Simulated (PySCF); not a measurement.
Excitation energy of P²⁺ by level of theory

P²⁺ [Ne] 3s2 3p1 (2P) → P²⁺ [Ne] 3s2 4s1 (2S), as a difference of total energies. Computed with PySCF 2.14 in aug-cc-pwCVTZ, with no relativity, point nucleus. Correlated levels: nothing frozen. The calculations carry no spin-orbit coupling.

```json
{"method": "UHF", "excitation energy (eV)": "14.501"}
{"method": "MP2 (all electrons)", "excitation energy (eV)": "14.468"}
{"method": "SCS-MP2 (all electrons)", "excitation energy (eV)": "14.500"}
{"method": "CCSD (all electrons)", "excitation energy (eV)": "14.608"}
{"method": "CCSD(T) (all electrons)", "excitation energy (eV)": "14.568"}
```

Question: How much does correlation contribute at CCSD(T) (all electrons)?

Answer: 14.568 − (14.501) = 0.067 eV, measured against UHF.

A first-order spin-orbit estimate (lowest level to lowest level, LS coupling) adds 0.041 eV.

The promoted electron is Rydberg-like, and one or two diffuse shells describe it only roughly, which tends to raise the upper state.
